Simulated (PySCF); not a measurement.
Ta(2+): excitation energy

Ta(2+) [Xe] 4f14 5d3 (4F) → Ta(2+) [Xe] 4f14 5d2 6p1 (high-spin determinant), as a difference of total energies. Computed with PySCF 2.14 in aug-cc-pwCVDZ-PP with ECP60MDF (6s6p5d3f, 70 functions), with a scalar-relativistic core potential. Correlated levels: valence and next inner shell: nothing frozen outside the core potential. The calculations carry no spin-orbit coupling.

| method | excitation energy (eV) |
| --- | --- |
| UHF | 6.732 |
| MP2 (valence and next inner shell) | 6.810 |
| SCS-MP2 (valence and next inner shell) | 6.789 |
| CCSD (valence and next inner shell) | 6.761 |
| CCSD(T) (valence and next inner shell) | 6.729 |

The determinant of the upper state mixes LS terms, which raises its energy above the lowest term, most at the Hartree-Fock and MP2 levels.
